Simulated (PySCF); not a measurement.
methyl chloride (CH3Cl), singlet, at a GFN2-xTB geometry. Base run: DF-B3LYP/def2-SVP (PySCF).

Here is a job for PySCF.
```python
from pyscf import gto, scf, dft

mol = gto.Mole()
mol.atom = '''
    C    -0.001492    0.046936   -1.121829
    Cl    0.000870   -0.027357    0.653867
    H    -0.032176    1.090666   -1.418473
    H     0.905540   -0.427399   -1.483233
    H    -0.879195   -0.479816   -1.483053
'''
mol.basis = 'def2-svp'
mol.charge = 0
mol.spin = 0
mol.verbose = 4
mol.build()

mf = dft.RKS(mol)
mf.xc = 'b3lyp'
mf = mf.density_fit(auxbasis='def2-universal-jkfit')
mf.kernel()
```

The base run was repeated with changes; each row names its change, and settings that it needs were set with it.

```csv
change,basis functions,E (Eh),HOMO (eV),HOMO-LUMO gap (eV),dipole (D)
base,47,-499.94621,-7.82,8.97,1.80
basis = 3-21G,28,-497.68658,-8.09,9.22,2.19
basis = 6-31G,28,-500.07841,-8.09,9.07,2.24
basis = cc-pVDZ,47,-500.12798,-7.99,8.84,1.88
basis = pc-1,47,-500.12107,-8.15,8.72,2.03
basis = 6-311G**,62,-500.15043,-8.27,8.69,2.06
basis = aug-pcseg-1,77,-500.10580,-8.26,7.81,1.95
"basis = 6-311+G(2d,p)",80,-500.15435,-8.23,8.04,1.95
basis = pc-2,106,-500.17130,-8.21,8.31,1.99
basis = pcseg-2,106,-500.16883,-8.20,8.25,1.97
basis = cc-pV(T+d)Z,111,-500.16534,-8.16,8.53,1.91
basis = aug-cc-pVTZ,165,-500.16564,-8.23,7.79,1.93
basis = cc-pVQZ,204,-500.17205,-8.21,8.36,1.92
```

Totals compare only among sets that treat the same electrons; sets with core potentials leave the core out.
